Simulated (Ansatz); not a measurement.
Born–Oppenheimer molecular dynamics of C3H6B2Cl2 (13 atoms, charge 0, multiplicity 1). It starts from a relaxed structure.

Method: UKS BLYP/STO-3G in Ansatz 0.2.0.

- ensemble: NVT, Nosé–Hoover chain
- time step: 1 fs
- steps asked: 104
- set temperature: 3000 K
- thermostat: time constant 100 fs, chain length 3 (defaults)
- seed: 549910

First frame:

```xyz
13
Properties=species:S:1:pos:R:3
B 0.476 -0.544 2.210
B 0.076 -0.185 0.668
C -0.363 -1.020 -0.659
C -0.079 0.252 -1.582
C 0.112 1.130 -0.273
Cl -1.644 1.662 0.332
Cl 1.300 2.551 -0.281
H 1.546 -0.984 2.465
H -0.268 -0.406 3.119
H -1.420 -1.356 -0.683
H 0.290 -1.888 -0.891
H -0.887 0.581 -2.271
H 0.880 0.172 -2.139
```

Q: How far do the bonds stretch over the last three quarters of this one trajectory? (Pairs bonded in most of those frames.)

A: 
```csv
bond,mean (Å),spread (Å),shortest,longest
B1–B2,1.668,0.055,1.55,1.76
B1–H8,1.201,0.075,1.08,1.32
B1–H9,1.200,0.061,1.09,1.32
B2–C3,1.686,0.071,1.54,1.83
B2–C5,1.612,0.086,1.47,1.75
B2–Cl6,2.067,0.094,1.91,2.21
C3–C4,1.657,0.098,1.48,1.78
C3–H10,1.159,0.103,0.99,1.34
C3–H11,1.155,0.082,1.00,1.31
C4–C5,1.570,0.079,1.44,1.74
C4–H12,1.128,0.031,1.08,1.19
C4–H13,1.124,0.019,1.09,1.16
C5–Cl7,1.831,0.061,1.77,1.96
```

Mean temperature of the second half: 1540 K. The conserved energy wandered by up to 7.7 meV per atom (net 2.9 meV per atom), which is poor conservation. The mean temperature of the second half is 49 % below the set value. A run of 0.1 ps of so small a system gives no equilibrium averages. The orbitals were unrestricted but ended closed-shell. Limits of this set-up: minimal basis.

Time of the run: 13 min on 1 thread of Intel(R) Xeon(R) Platinum 8259CL CPU @ 2.50GHz (Skylake/Cascade Lake), on a shared host, peak memory 0.15 GiB.
